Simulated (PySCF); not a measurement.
# Electron correlation in F³⁺ (fluorine, charge +3)

[He] 2s2 2p2, high-spin 3P determinant. All numbers are calculated (PySCF 2.14, the non-relativistic Hamiltonian (point nucleus), in aug-cc-pwCVTZ (7s6p4d2f, 59 functions)). Frozen: 1s2; 4 electrons correlated.

```
  level  correlation energy (mhartree)
   CCSD                        -105.06
    (T)                          -1.22
CCSD(T)                        -106.28
```

Diagnostics: T1 = 0.0038, D1 = 0.0078, largest double amplitude 0.121.

Cost of the coupled-cluster step: about 2.9 core-seconds, for 4 correlated electrons.
